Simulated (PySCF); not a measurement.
Bonds (- single, = double, # triple, : aromatic): C1-C2, C2=O3, C2-C4, C4-C5, C5-C6, C6-O7, O7-B8, B8-O9, O9-C4. C1 carries H10, H11, H12; C4 carries H13; C5 carries H14, H15; C6 carries H16, H17; B8 carries H18. Stereochemistry as in CC(=O)[C@@H]1CCOBO1. H14, H16 are cis to C2 on the ring; H15, H17 are trans to C2 on the ring.

Geometry: PBE0-D3(BJ)/def2-SVP; GIAO shifts from PySCF 2.14, gas phase, non-relativistic, averaged over equivalent atoms.

At PBE/pcSseg-1 (198 basis functions, 79 s wall time on 1 thread of an Arm Neoverse N1, shared host):
```
      atoms  δ (ppm)
         C2    214.5
         C4     81.2
         C6     62.5
         C5     30.0
         C1     29.4
         O3    659.8
         O9    157.8
         O7    153.8
         B8     21.3
        H18     4.25
        H13     4.23
        H17     3.85
        H16     3.80
        H14     2.63
H10/H11/H12     2.42
        H15     1.69
```

Shifts are taken against calculated references (same method and geometry level): ¹³C (σ = 180.03 ppm), ¹H (σ = 31.20 ppm) against TMS; ¹⁷O (σ = 334.63 ppm) vs H2O; ¹¹B (σ = 94.77 ppm) vs BF3·OEt2.

Task: Predict the values at PBE0/pcSseg-1 on the same geometry.

Result: 
```tsv
atoms	δ at PBE0/pcSseg-1	change
C2	216.1	+1.6
C4	78.2	-3.0
C6	59.8	-2.7
C5	28.2	-1.8
C1	29.2	-0.2
O3	667.1	+7.3
O9	138.9	-18.9
O7	136.1	-17.7
B8	23.7	+2.4
H18	4.20	-0.05
H13	4.02	-0.21
H17	3.75	-0.10
H16	3.64	-0.16
H14	2.52	-0.11
H10/H11/H12	2.40	-0.02
H15	1.69	+0.00
```

References, each an isolated molecule treated in the same way: ¹³C (σref 184.41), ¹H (σref 31.27) against TMS; ¹⁷O (σref 334.56) against H2O; BF3·OEt2 for ¹¹B (σref 100.73).

The largest change is at O9 (oxygen bonded to C, B, in a 6-membered ring). Cost: 198 basis functions, 61 s wall time on 1 thread of an Arm Neoverse N1, shared host. The order of the carbon signals changes between the two levels.

Unscaled 17O shifts of doubly bonded oxygen tend to come out too high, by tens of ppm or more. Experimental scales use liquid or dissolved standards, which lie at an offset from isolated H2O (liquid H2O: subtract about 36 ppm).
